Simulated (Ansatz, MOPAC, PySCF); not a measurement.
System: H2BO2 (charge 0, doublet). SMILES: O[B]O
Geometry: optimised at B3LYP-D3(BJ)/def2-TZVP (Ansatz, a quantum-chemistry and plane-wave program).

Unscaled harmonic wavenumbers (cm⁻¹) in rising order, each level at the stationary point that it reaches from this structure (no distance between atoms moves by over 0.3 Å); the order of modes can differ between levels, and a negative number is imaginary. B3LYP-D3(BJ)/def2-TZVP (PySCF, at the structure above): 377, 469, 557, 891, 968, 1169, 1447, 3651, 3654.

AM1 (MOPAC): 63, 390, 390, 1058, 1089, 1362, 1653, 3418, 3420. Zero-point energy 18.4 against 18.8 kcal/mol; where all levels lie over 400 cm⁻¹, the wavenumbers are on average 1.082 times those of B3LYP-D3(BJ)/def2-TZVP.

HF/3-21G (Ansatz): 406, 479, 590, 913, 1002, 1285, 1514, 3843, 3845. Zero-point energy 19.8 against 18.8 kcal/mol; where all levels lie over 400 cm⁻¹, the wavenumbers are on average 1.052 times those of B3LYP-D3(BJ)/def2-TZVP.

HF/6-31G* (Ansatz): 394, 516, 612, 969, 1079, 1299, 1499, 4052, 4053. Zero-point energy 20.7 against 18.8 kcal/mol; where all levels lie over 400 cm⁻¹, the wavenumbers are on average 1.095 times those of B3LYP-D3(BJ)/def2-TZVP.

B3LYP/6-31G* (Ansatz): 386, 471, 571, 900, 996, 1190, 1457, 3584, 3588. Zero-point energy 18.8 against 18.8 kcal/mol; where all levels lie over 400 cm⁻¹, the wavenumbers are on average 1.005 times those of B3LYP-D3(BJ)/def2-TZVP.
